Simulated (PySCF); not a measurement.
Start geometry of Te(NMe2)2, `CN(C)[Te]N(C)C` from GFN2-xTB (Å):
```
atom  x, y, z in Å
Te1    0.1200   -0.1869   -1.8094
N2     1.1560   -0.0240   -0.0880
C3     1.8394   -1.2142    0.2503
C4     2.0943    1.1748    0.0664
H5     2.8254   -1.3486   -0.3192
H6     1.2570   -2.0639    0.1017
H7     2.1816   -1.1648    1.3403
H8     1.4774    2.0631   -0.2474
H9     2.2498    1.2908    1.1920
H10    2.9207    1.1143   -0.4676
N11   -1.7757   -0.0248   -0.8125
C12   -1.9925   -1.1560    0.0301
C13   -2.0272    1.2466   -0.1338
H14   -1.4024   -1.1840    0.9083
H15   -1.8937   -2.1045   -0.5685
H16   -3.0457   -1.0665    0.3816
H17   -1.7726    2.0934   -0.7797
H18   -2.9992    1.2685    0.2771
H19   -1.2753    1.2800    0.7629
```

Q: What comes out of this run: PBE0-D3(BJ)/def2-SVP geometry optimisation, gas phase, def2 core potentials past Kr in PySCF?

A: 
```
atom  x, y, z in Å
Te1   -0.0966   -0.0666   -1.8566
N2     1.5958   -0.0582   -0.7257
C3     1.9551   -1.2490    0.0043
C4     2.0090    1.1634   -0.0795
H5     3.0528   -1.2934    0.1364
H6     1.6458   -2.1474   -0.5479
H7     1.5027   -1.2965    1.0173
H8     1.7418    2.0341   -0.6946
H9     1.5586    1.3026    0.9258
H10    3.1075    1.1670    0.0536
N11   -1.6740    0.0130   -0.5707
C12   -2.0071   -1.1601    0.1997
C13   -1.9596    1.2524    0.1096
H14   -1.4469   -1.2333    1.1557
H15   -1.8073   -2.0716   -0.3810
H16   -3.0837   -1.1497    0.4543
H17   -1.7316    2.1094   -0.5396
H18   -3.0342    1.2999    0.3684
H19   -1.3909    1.3776    1.0552
```

The energy falls by 108.7 kJ/mol over 22 energy and gradient evaluations, the largest force component goes from 0.1418 to 3.5e-04 Eh/bohr, and the atoms move by 0.438 Å rms after alignment. The bond that changes most is C4–H10 (ends: carbon bonded to N and 3 H; hydrogen on carbon), which lengthens by 0.121 Å. Bonds longer at the end by more than 0.005 Å: 7 of 18; shorter: 10. Among the angles that change most is N2–Te1–N11, from 92.9° to 107.0°. Among the dihedrals that turn most is Te1–N2–C4–H8, from 48° to -33°. Rotational constants go from 1859, 1224, 1036 to 1859, 1192, 1022 MHz. The orientation of the end geometry is arbitrary; only internal coordinates are fixed.

The run used 170 basis functions and 160 SCF cycles in all.

No PBE0-D3(BJ)/def2-SVP frequencies stand behind this structure, so it isn't proved a minimum. The numbers are those of one conformer.
